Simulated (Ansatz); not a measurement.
Molecule: ScF3, charge -1, multiplicity 2. The spin state was set by rule; other spins were not relaxed. 
Coordinates optimised at B3LYP-D3(BJ)/def2-TZVP (Ansatz, a first-principles code):
```xyz
4

Sc     0.0000     0.0000     0.0000
F     -1.6407    -0.9924     0.0545
F      0.0253     1.7717    -0.7348
F      1.6154    -0.7793     0.6802
```
Charge -1, spin multiplicity 2.

Basis-set convergence of Hartree-Fock and MP2 correlation energies (hartree) with Ansatz. Correlated levels leave the core frozen unless marked. Open shells are spin-unrestricted. Spin-orbit coupling is left out. Frozen are the shells of the preceding noble gas and the d and f shells that filled before the atom's block. No relativistic terms. This anion needs diffuse functions, which these sets lack.

```csv
basis,functions,E(HF),"E(corr, MP2)"
def2-SVP,73,-1058.00774,-0.62624
def2-TZVPP,157,?,?
```

Question: Complete the blanks.

Answer: 
- def2-TZVPP, E(HF): -1058.50122
- def2-TZVPP, E(corr, MP2): -0.85065
